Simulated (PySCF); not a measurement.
**How methods differ on the excitation energy of S**

S [Ne] 3s2 3p4 (3P) → S [Ne] 3s2 3p3 3d1 (5D), as a difference of total energies. Computed with PySCF 2.14 in dyall-av3z, with the spin-free X2C one-electron Hamiltonian (Gaussian nucleus). Correlated levels: valence: [Ne] frozen; virtual orbitals above 40 to 60 times the deepest correlated orbital energy dropped. The calculations carry no spin-orbit coupling.

```
           method  excitation energy (eV)  error (eV)
              UHF                   8.731      +0.339
    MP2 (valence)                   9.290      +0.898
SCS-MP2 (valence)                   9.476      +1.084
   CCSD (valence)                   9.382      +0.990
CCSD(T) (valence)                   9.413      +1.021
```

Reference: 8.392 eV (measured; NIST levels, between the centres of gravity of the two terms).

Errors of the correlated levels include the incompleteness of this basis and the frozen core.

The promoted electron is Rydberg-like, and one or two diffuse shells describe it only roughly, which tends to raise the upper state.
